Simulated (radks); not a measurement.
Values are calculated unless marked as measured or tabulated.
Q: The mean radii <r> (bohr) of the occupied orbitals of an atom or ion are listed with their occupations. Code: a radial shooting solver on a logarithmic mesh with Libxc functionals. Model: Dirac Kohn-Sham, LDA (Slater exchange, Perdew-Wang correlation), spin-unpolarised, spherical densities, finite nucleus; Fermi nuclear charge, rms radius of each element as measured or else 0.836 A^(1/3) + 0.57 fm.

| orbital | occ. | <r> |
|---|---|---|
| 1s1/2 | 2 | 0.1311 |
| 2s1/2 | 2 | 0.6999 |
| 2p1/2 | 2 | 0.6871 |
| 2p3/2 | 4 | 0.6894 |
| 3s1/2 | 1 | 2.777 |

Name the element and its charge. Open shells, if any, are shared by 2j + 1.

A: Z = 12, magnesium, charge +1: Mg+ in [Ne] 3s1. The 1s radius gives Z: for a bare nucleus <r> = (2 gamma + 1)/(2Z) with gamma = sqrt(1 - (Z/c)^2), 0.1247 bohr for Z = 12, and screening makes it slightly larger (0.1311 here). The occupations add up to 11, and the charge is Z minus that.
